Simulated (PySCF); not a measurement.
These are TPSSh-D3(BJ)/def2-TZVP // r2SCAN-D4/def2-SVP (PySCF) values and carry that method's errors. Isolated molecules, 0 K electronic values unless said otherwise. 

Reference species: [Zr(Cl)4] (neutral, multiplicity 1).

HOMO: -9.01 eV
LUMO: -3.18 eV
coordination number: 4
charge on the central atom (Mulliken): 1.38 e

Changed species: [Zr(Cl)(H)3] (3 of 4 Cl replaced by H; the reference has 0 of 4 Cl replaced by H).

Q: Predict the effect on the HOMO, LUMO, coordination number and charge on the central atom (Mulliken).

A: the HOMO increases by 0.92 eV, to -8.09 eV; the LUMO increases by 0.19 eV, to -2.99 eV; the coordination number hardly moves; the charge on the central atom (Mulliken) falls by 0.47 e, to 0.91 e.
